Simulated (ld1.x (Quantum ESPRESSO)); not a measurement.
# What one change does to a pseudopotential (germanium (Ge), TM)

- Element: germanium (Ge)
- Generator: ld1.x (Quantum ESPRESSO) 7.5
- Type: norm-conserving Troullier–Martins (Kleinman–Bylander form)
- Functional: PW91
- Relativity: scalar-relativistic
- Frozen core: [Ar]
- Valence charge: 14
- Reference configuration: 3d10 4s2 4p0.5 (charge +1.5)
- Partial waves: 4s (bound): rc 1.70 bohr; 4p (bound): rc 1.55 bohr; 3d (bound): rc 1.00 bohr
- Local potential: all-electron potential smoothed inside 1.40 bohr (lloc = -1)
- Core correction: none

Change: all radii scaled by about 1.06 (s 1.80, p 1.64, d 1.06 bohr); local potential all-electron potential smoothed inside 1.48 bohr (lloc = -1).

Cutoffs: the cutoffs (Ry, on a coarse ladder) from which the occupation-weighted sum of valence levels, in a spherical-Bessel basis at the reference potential, stays within 10 and 1 mRy of its value at 400 Ry; they do not see the model core or the augmentation charge, which bear on the density cutoff. Errors are all-electron minus pseudo energies relative to the spin-unpolarised reference configuration.

Q: Predict the effect on cutoff, ghosts and configuration errors.

A: Of the 7 tests that both files solve, the error grows in 2 and shrinks in 2 by more than 15 % and 0.3 meV (median size 11.2 → 9.5 meV); neither file shows a bound ghost.

```csv
quantity,base,changed
"cutoff, loose",260 Ry,230 Ry
"cutoff, tight",over 300 Ry,over 300 Ry
loose cutoff by channel (10 mRy a level),"s 15 Ry, p 10 Ry, d 230 Ry","s 15 Ry, p 6 Ry, d 200 Ry"
bound ghosts,none,none
"error for 3d10 4s2 4p2, meV [ΔE -14.19 eV]",+11,+9.5
"error for 3d10 4s2 4p1, meV [ΔE -6.69 eV]",+2.4,+2.1
"error for 3d10 4s2 4p0, meV [ΔE 8.84 eV]",+1.0,+0.5
"error for 3d10 4s0 4p0, meV [ΔE 90.17 eV]",+130,+129
"error for 3d9 4s2 4p3, meV [ΔE 15.48 eV]",-316,-433
"error for 3d9 4s2 4p2, meV [ΔE 24.59 eV]",-183,-329
"error for 3d10 4s0 4p4, meV [ΔE 2.06 eV]",+7.3,+3.2
```
